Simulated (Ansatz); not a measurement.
A structure relaxed at PBE0-D4/def2-TZVP, charge 0, multiplicity 1:

Cartesian coordinates in Å:
```
O -0.785 1.088 2.004
Al -1.013 0.071 0.680
O -2.508 -0.681 0.456
O 0.258 -0.168 -0.385
Si 1.712 -0.090 -1.105
H -1.478 1.256 2.640
H -2.691 -1.266 -0.276
H 1.920 1.254 -1.708
H 1.787 -1.112 -2.183
H 2.799 -0.351 -0.125
```

Give its formula and SMILES.

AlH5O3Si, `[OH][Al]([OH])[O][SiH3]`.

Summarise the bond lengths by kind.

3 × Al–O 1.675 to 1.688 Å; 2 × H–O 0.955 to 0.956 Å; 1 × O–Si 1.624 Å; 3 × H–Si 1.487 Å.

All numbers were calculated with Ansatz.
